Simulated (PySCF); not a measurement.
## Xe²⁺ (xenon, charge +2): UHF calculation

Configuration: [Kr] 4d10 5s1 5p4 5d1, one real determinant (an excited configuration). Calculation: PySCF 2.14, in aug-cc-pwCVTZ-DK3; the spin-free X2C one-electron Hamiltonian (Gaussian nucleus).

```json
{
 "Total energy": "-7441.133373 hartree",
 "One-electron energy": "-10146.3416 hartree",
 "Hartree (Coulomb) energy": "2890.5563 hartree",
 "Exchange energy": "-185.3480 hartree",
 "⟨S²⟩": "6.0072",
 "⟨L²⟩": "8.077",
 "Sum of ⟨r⟩": "33.74 bohr",
 "Sum of ⟨r²⟩": "47.91 bohr²",
 "Traceless quadrupole moment −½Σ⟨3z² − r²⟩ along its main axis": "0.878 e·bohr²",
 "Langevin diamagnetic susceptibility": "-37.9 ×10⁻⁶ cm³/mol"
}
```

```json
{"shell": "1s α", "electrons": "1", "mean orbital energy (hartree)": "-1276.96567", "spread (hartree)": "0", "rms radius, mean of both spins (bohr)": "0.0306"}
{"shell": "1s β", "electrons": "1", "mean orbital energy (hartree)": "-1276.95076", "spread (hartree)": "0", "rms radius, mean of both spins (bohr)": "0.0306"}
{"shell": "2s α", "electrons": "1", "mean orbital energy (hartree)": "-203.28066", "spread (hartree)": "0", "rms radius, mean of both spins (bohr)": "0.124"}
{"shell": "2s β", "electrons": "1", "mean orbital energy (hartree)": "-203.26745", "spread (hartree)": "0", "rms radius, mean of both spins (bohr)": "0.124"}
{"shell": "2p α", "electrons": "3", "mean orbital energy (hartree)": "-182.40448", "spread (hartree)": "0.00479", "rms radius, mean of both spins (bohr)": "0.111"}
{"shell": "2p β", "electrons": "3", "mean orbital energy (hartree)": "-182.39237", "spread (hartree)": "0.00507", "rms radius, mean of both spins (bohr)": "0.111"}
{"shell": "3s α", "electrons": "1", "mean orbital energy (hartree)": "-43.93175", "spread (hartree)": "0", "rms radius, mean of both spins (bohr)": "0.326"}
{"shell": "3s β", "electrons": "1", "mean orbital energy (hartree)": "-43.90950", "spread (hartree)": "0", "rms radius, mean of both spins (bohr)": "0.326"}
{"shell": "3p α", "electrons": "3", "mean orbital energy (hartree)": "-37.00713", "spread (hartree)": "0.00685", "rms radius, mean of both spins (bohr)": "0.326"}
{"shell": "3p β", "electrons": "3", "mean orbital energy (hartree)": "-36.98872", "spread (hartree)": "0.00563", "rms radius, mean of both spins (bohr)": "0.326"}
{"shell": "3d α", "electrons": "5", "mean orbital energy (hartree)": "-26.67546", "spread (hartree)": "0.01223", "rms radius, mean of both spins (bohr)": "0.304"}
{"shell": "3d β", "electrons": "5", "mean orbital energy (hartree)": "-26.66532", "spread (hartree)": "0.00224", "rms radius, mean of both spins (bohr)": "0.304"}
{"shell": "4s α", "electrons": "1", "mean orbital energy (hartree)": "-9.37255", "spread (hartree)": "0", "rms radius, mean of both spins (bohr)": "0.762"}
{"shell": "4s β", "electrons": "1", "mean orbital energy (hartree)": "-9.31771", "spread (hartree)": "0", "rms radius, mean of both spins (bohr)": "0.762"}
{"shell": "4p α", "electrons": "3", "mean orbital energy (hartree)": "-7.07693", "spread (hartree)": "0.01967", "rms radius, mean of both spins (bohr)": "0.814"}
{"shell": "4p β", "electrons": "3", "mean orbital energy (hartree)": "-7.03567", "spread (hartree)": "0.01183", "rms radius, mean of both spins (bohr)": "0.814"}
{"shell": "4d α", "electrons": "5", "mean orbital energy (hartree)": "-3.60499", "spread (hartree)": "0.03439", "rms radius, mean of both spins (bohr)": "0.938"}
{"shell": "4d β", "electrons": "5", "mean orbital energy (hartree)": "-3.57095", "spread (hartree)": "0.00628", "rms radius, mean of both spins (bohr)": "0.938"}
{"shell": "5s α", "electrons": "1", "mean orbital energy (hartree)": "-1.92660", "spread (hartree)": "0", "rms radius, mean of both spins (bohr)": "1.90"}
{"shell": "5p α", "electrons": "3", "mean orbital energy (hartree)": "-1.31705", "spread (hartree)": "0.07885", "rms radius, mean of both spins (bohr)": "2.19"}
{"shell": "5p β", "electrons": "1", "mean orbital energy (hartree)": "-1.09694", "spread (hartree)": "0", "rms radius, mean of both spins (bohr)": "2.19"}
{"shell": "5d α", "electrons": "1", "mean orbital energy (hartree)": "-0.65495", "spread (hartree)": "0", "rms radius, mean of both spins (bohr)": "3.05"}
```

⟨L²⟩ = 8.08 against 12 for a pure F term, so this real determinant mixes terms. The outer electron is Rydberg-like, and this basis confines it to a smaller radius and binds it less than a complete one would.

Densities and radii are taken from the X2C orbitals without a picture-change correction, which distorts them close to the nucleus.

Spin-orbit constants ζ (cm⁻¹) from the X2C one-electron operator on these orbitals: bare nucleus, nucleus screened by l(l+1)(2l+1)/3 electrons, and screened by the Breit-Pauli mean field of the electrons.

| shell | bare | screened nucleus | mean field |
| --- | --- | --- | --- |
| 2p | 1726000 | 1662000 | n/a |
| 3p | 332200 | 319900 | n/a |
| 3d | 50710 | 41320 | n/a |
| 4p | 63790 | 61430 | n/a |
| 4d | 7574 | 6172 | n/a |
| 5p | 7981 | 7686 | n/a |
| 5d | 630.3 | 513.6 | n/a |

To first order the Landé constant is A = -554.9 cm⁻¹, so the lowest level has J = 5 and lies 0.413 eV below the centre of the term. This holds in LS coupling only.
